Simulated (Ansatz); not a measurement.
```yaml
crystal:
  periodic: [false, false, false]
  atoms:
    - {symbol: C, position_ang: [-0.147732, 2.092027, -2.534091]}
    - {symbol: C, position_ang: [-1.252224, 1.176128, -2.025924]}
    - {symbol: C, position_ang: [-1.833019, 0.353233, -3.167565]}
    - {symbol: C, position_ang: [-0.760764, 0.268449, -0.895557]}
    - {symbol: Si, position_ang: [-0.180788, 1.128031, 0.674049]}
    - {symbol: C, position_ang: [-0.026463, -0.107202, 2.084856]}
    - {symbol: C, position_ang: [0.774359, -1.378079, 1.787394]}
    - {symbol: C, position_ang: [0.711227, -2.344082, 2.962556]}
    - {symbol: C, position_ang: [2.220200, -1.064878, 1.429444]}
    - {symbol: H, position_ang: [0.693821, 1.504692, -2.916235]}
    - {symbol: H, position_ang: [-0.507322, 2.726604, -3.347998]}
    - {symbol: H, position_ang: [0.236889, 2.744788, -1.746785]}
    - {symbol: H, position_ang: [-2.055115, 1.808353, -1.624597]}
    - {symbol: H, position_ang: [-2.648959, -0.286683, -2.821561]}
    - {symbol: H, position_ang: [-1.065331, -0.293584, -3.604789]}
    - {symbol: H, position_ang: [-2.221280, 0.994403, -3.963811]}
    - {symbol: H, position_ang: [-1.566130, -0.417111, -0.601763]}
    - {symbol: H, position_ang: [0.051224, -0.370535, -1.267531]}
    - {symbol: H, position_ang: [1.113563, 1.833539, 0.449227]}
    - {symbol: H, position_ang: [-1.179526, 2.170469, 1.056131]}
    - {symbol: H, position_ang: [0.409904, 0.407271, 2.950831]}
    - {symbol: H, position_ang: [-1.046019, -0.379982, 2.384329]}
    - {symbol: H, position_ang: [0.313949, -1.874966, 0.923382]}
    - {symbol: H, position_ang: [-0.321754, -2.602424, 3.209304]}
    - {symbol: H, position_ang: [1.249054, -3.271327, 2.746218]}
    - {symbol: H, position_ang: [1.163601, -1.895692, 3.852930]}
    - {symbol: H, position_ang: [2.716979, -0.544488, 2.254612]}
    - {symbol: H, position_ang: [2.295844, -0.424671, 0.546751]}
    - {symbol: H, position_ang: [2.781917, -1.980183, 1.226693]}
basis:
  gaussian: {orbitals: def2-mTZVP}
hamiltonian: {xc: {name: B3LYP}}
accuracy: high
output: {forces: true}
```

```sh
$ ansatz run in.yaml --threads 4 --pin off --events-out ev --progress --plain --max-ram 41984MiB --backend cpu
```

Shortened log:

```
Functional definition: B3LYP
5269 factors; integrals over basis functions are off by at most 3.5e-8 eV
mean field evaluation 1: about -16476.1805 eV, gradient 1.1e2 eV
mean field evaluation 2: about -16450.4492 eV, gradient 1.4e2 eV
mean field evaluation 4: about -16503.7477 eV, gradient 7.7e0 eV
mean field evaluation 8: about -16504.2191 eV, gradient 2.6e-1 eV
mean field evaluation 16: about -16504.2192 eV, gradient 2.3e-5 eV
mean field -16504.21923935 eV, -606.5188700845 hartree, gradient 6.8e-8 eV, S^2 0.000000; 0 other end points of the search recorded, 0 dependent functions left out
reference -16504.21930981 eV, -606.5188726740 hartree; 41, 41 occupied and 193, 193 virtual orbitals, 5269 factors
Total energy: -16504.21930981 eV, -606.5188726740 hartree
Atom 0 at    -0.147732     2.092027    -2.534091 Å, force     0.155685     0.163082    -0.081928 eV/Å
Atom 1 at    -1.252224     1.176128    -2.025924 Å, force    -0.146991     0.088643     0.049518 eV/Å
Atom 2 at    -1.833019     0.353233    -3.167565 Å, force    -0.099998    -0.115556    -0.173308 eV/Å
Atom 3 at    -0.760764     0.268449    -0.895557 Å, force     0.014483    -0.207268     0.039939 eV/Å
Atom 4 at    -0.180788     1.128031     0.674049 Å, force     0.034250     0.327091     0.080120 eV/Å
Atom 5 at    -0.026463    -0.107202     2.084856 Å, force    -0.130957     0.114020     0.176210 eV/Å
Atom 6 at     0.774359    -1.378079     1.787394 Å, force    -0.080430    -0.098420    -0.112627 eV/Å
Atom 7 at     0.711227    -2.344082     2.962556 Å, force    -0.010664    -0.157028     0.168128 eV/Å
Atom 8 at     2.220200    -1.064878     1.429444 Å, force     0.233630     0.033284    -0.067474 eV/Å
Atom 9 at     0.693821     1.504692    -2.916235 Å, force    -0.004290     0.041154    -0.001709 eV/Å
Atom 10 at    -0.507322     2.726604    -3.347998 Å, force     0.031725     0.005032     0.013583 eV/Å
Atom 11 at     0.236889     2.744788    -1.746785 Å, force    -0.001540     0.006082    -0.074493 eV/Å
Atom 12 at    -2.055115     1.808353    -1.624597 Å, force     0.005649    -0.012720    -0.026567 eV/Å
Atom 13 at    -2.648959    -0.286683    -2.821561 Å, force     0.006099     0.008741    -0.034271 eV/Å
Atom 14 at    -1.065331    -0.293584    -3.604789 Å, force    -0.039136     0.005006    -0.012002 eV/Å
Atom 15 at    -2.221280     0.994403    -3.963811 Å, force    -0.008309    -0.032381    -0.000054 eV/Å
Atom 16 at    -1.566130    -0.417111    -0.601763 Å, force     0.021131    -0.002580    -0.040060 eV/Å
Atom 17 at     0.051224    -0.370535    -1.267531 Å, force    -0.054378    -0.001993    -0.011286 eV/Å
Atom 18 at     1.113563     1.833539     0.449227 Å, force    -0.054362    -0.009135     0.020697 eV/Å
Atom 19 at    -1.179526     2.170469     1.056131 Å, force     0.037197    -0.018328    -0.007560 eV/Å
Atom 20 at     0.409904     0.407271     2.950831 Å, force    -0.028229    -0.034592     0.005220 eV/Å
Atom 21 at    -1.046019    -0.379982     2.384329 Å, force     0.031011    -0.003199     0.029621 eV/Å
Atom 22 at     0.313949    -1.874966     0.923382 Å, force     0.017443    -0.009718     0.029589 eV/Å
Atom 23 at    -0.321754    -2.602424     3.209304 Å, force     0.026941    -0.018295     0.011013 eV/Å
Atom 24 at     1.249054    -3.271327     2.746218 Å, force    -0.019794    -0.000198     0.026140 eV/Å
Atom 25 at     1.163601    -1.895692     3.852930 Å, force    -0.014728    -0.037299    -0.002800 eV/Å
Atom 26 at     2.716979    -0.544488     2.254612 Å, force     0.018017    -0.012903    -0.032721 eV/Å
Atom 27 at     2.295844    -0.424671     0.546751 Å, force     0.047019    -0.049686     0.035709 eV/Å
Atom 28 at     2.781917    -1.980183     1.226693 Å, force     0.013528     0.029167    -0.006626 eV/Å
Dipole moment:    -0.042176    -0.160808    -0.018482 e Å
```

Run time 30 s (4 threads of a server CPU on a shared host); peak host memory 2.1 GiB.
